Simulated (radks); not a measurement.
The numbers below are computed, except where a source is named.
Ionisation ladder of barium, from Ba XLV to Ba LVI. Each ion is in the ground configuration listed by NIST, and IE = E(next ion) - E(this ion), with E = 0 for the bare nucleus. Code: a radial shooting solver on a logarithmic mesh with Libxc functionals. Model: scalar-relativistic Kohn-Sham, r2SCAN, spin-polarised, spherical densities, finite nucleus; open shells are filled with parallel spins first (spin-orbit coupling, left out, can overturn this in heavy ions); meta-GGA in the generalised Kohn-Sham scheme; Fermi nuclear charge, rms radius 4.8378 fm.

[
 {"species": "Ba XLV", "configuration": "[Ne] 3s2", "IE, Delta-SCF (eV)": "3550.5", "-e(HOMO) (eV)": "3519.6", "HOMO": "3s", "IE, NIST (eV)": "3546", "kind": "theory", "error (eV)": "+4.5"},
 {"species": "Ba XLVI", "configuration": "[Ne] 3s1", "IE, Delta-SCF (eV)": "3644.1", "-e(HOMO) (eV)": "3612.9", "HOMO": "3s up", "IE, NIST (eV)": "3640", "kind": "theory", "error (eV)": "+4.1"},
 {"species": "Ba XLVII", "configuration": "[Ne]", "IE, Delta-SCF (eV)": "8470.4", "-e(HOMO) (eV)": "8357.3", "HOMO": "2p", "IE, NIST (eV)": "8326", "kind": "theory", "error (eV)": "+144.4"},
 {"species": "Ba XLVIII", "configuration": "[He] 2s2 2p5", "IE, Delta-SCF (eV)": "8699.8", "-e(HOMO) (eV)": "8588.2", "HOMO": "2p down", "IE, NIST (eV)": "8565", "kind": "theory", "error (eV)": "+134.8"},
 {"species": "Ba XLIX", "configuration": "[He] 2s2 2p4", "IE, Delta-SCF (eV)": "8922.8", "-e(HOMO) (eV)": "8815.4", "HOMO": "2p down", "IE, NIST (eV)": "8831", "kind": "theory", "error (eV)": "+91.8"},
 {"species": "Ba L", "configuration": "[He] 2s2 2p3", "IE, Delta-SCF (eV)": "9258.3", "-e(HOMO) (eV)": "9140.2", "HOMO": "2p up", "IE, NIST (eV)": "9077", "kind": "theory", "error (eV)": "+181.3"},
 {"species": "Ba LI", "configuration": "[He] 2s2 2p2", "IE, Delta-SCF (eV)": "9496.7", "-e(HOMO) (eV)": "9380.1", "HOMO": "2p up", "IE, NIST (eV)": "9739", "kind": "theory", "error (eV)": "-242.3"},
 {"species": "Ba LII", "configuration": "[He] 2s2 2p1", "IE, Delta-SCF (eV)": "9728.3", "-e(HOMO) (eV)": "9616.0", "HOMO": "2p up", "IE, NIST (eV)": "10023", "kind": "theory", "error (eV)": "-294.7"},
 {"species": "Ba LIII", "configuration": "[He] 2s2", "IE, Delta-SCF (eV)": "10390.3", "-e(HOMO) (eV)": "10313.2", "HOMO": "2s", "IE, NIST (eV)": "10376", "kind": "theory", "error (eV)": "+14.3"},
 {"species": "Ba LIV", "configuration": "[He] 2s1", "IE, Delta-SCF (eV)": "10627.6", "-e(HOMO) (eV)": "10549.6", "HOMO": "2s up", "IE, NIST (eV)": "10616.4", "kind": "theory", "error (eV)": "+11.2"},
 {"species": "Ba LV", "configuration": "[He]", "IE, Delta-SCF (eV)": "43602", "-e(HOMO) (eV)": "43270", "HOMO": "1s", "IE, NIST (eV)": "43485.4", "kind": "theory", "error (eV)": "+117.0"},
 {"species": "Ba LVI", "configuration": "1s1", "IE, Delta-SCF (eV)": "44616", "-e(HOMO) (eV)": "44279", "HOMO": "1s up", "IE, NIST (eV)": "44561.6", "kind": "theory", "error (eV)": "+53.9"}
]

Reference values: NIST Atomic Spectra Database (exp. = measured, semi-emp. = semi-empirical, theory = theoretical value adopted there). The ionisation energy per charge of the ion left behind rises most, in proportion, at Ba LV ([He]), from 196.81 to 792.77 eV. Open shells are spherical and high-spin; term and fine-structure splittings are not resolved. Spin-orbit splitting is averaged out at the scalar-relativistic level.
